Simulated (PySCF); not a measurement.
Predicted spectroscopic data

Level of theory: GFN2-xTB geometry, B3LYP/pcJ-1 coupling constants (spin–dipole term left out of most H,H and C,H couplings), NMR shieldings at PBE0/pcSseg-1/GIAO, in PySCF 2.14 (averaged over atoms made equivalent by symmetry, fast rotation or ring inversion, a single conformation, isolated molecule, no relativistic terms).

δ = σ(ref) − σ, references computed at the same level: $^{1}$H (σref 31.72), $^{13}$C (σref 186.93) against TMS. Multiplet labels drop J under 1 Hz and among equivalent protons, and merge close values. Unscaled 3J(H,H) run several per cent high. Where no couplings were computed, multiplicities follow the n + 1 count of equivalent neighbours, and m marks all less simple cases (inequivalent or close neighbours, rings, F or P nearby). Vicinal couplings that depend on rotamer populations or ring flexing (ring, CH–CH, X–H and H–F types) are those of the one conformer. Shifts are as computed. Against solution values, carbons near 30 ppm lie about +3 ppm off and those near 130 ppm about +5 ppm. Of 1211 compounds with measured shifts, 218 miss one by over three times the rms of a fit or turn the order of signals round; such compounds aren't used in these exercises. Across acyclic CH2–CH2 and CH–CH2 bonds, 3J(H,H) assumes equally populated rotamers. OH and NH positions are gas-phase values without hydrogen bonding to other molecules.

**1.** SMILES OCC1CCC1, C5H10O. $^{1}$H NMR (600 MHz, computed): δ 3.75 (d, J = 6.0 Hz, 2H), 2.53 (m, 1H), 2.10 (m, 2H), 2.07 (m, 1H), 1.85 (m, 1H), 1.53 (m, 2H), 0.46 (br s, 1H). $^{13}$C{$^{1}$H} NMR (computed): δ 75.4, 37.4, 24.2, 17.1.

**2.** `C1=CC(c2ccco2)=C[SiH2]1`, C8H8OSi. $^{1}$H NMR (600 MHz, computed): δ 7.63 (d, 1H), 7.62 (m, 1H), 6.83 (m, 1H), 6.76 (m, 1H), 6.48 (t, 1H), 6.45 (m, 1H), 4.81 (m, 2H). $^{13}$C{$^{1}$H} NMR (computed): δ 159.5 (C), 154.9 (C), 154.2 (CH), 148.8 (CH), 136.6 (CH), 121.6 (CH), 118.5 (CH), 114.9 (CH).

**3.** SMILES C=C(C)OCC, C5H10O. $^{1}$H NMR (600 MHz, computed): δ 4.02 (br s, 1H), 3.78 (br s, 1H), 3.72 (q, 2H), 1.91 (s, 3H), 1.38 (t, 3H). $^{13}$C{$^{1}$H} NMR (computed): δ 168.5 (C), 83.6 (CH2), 65.3 (CH2), 24.8 (CH3), 17.4 (CH3).
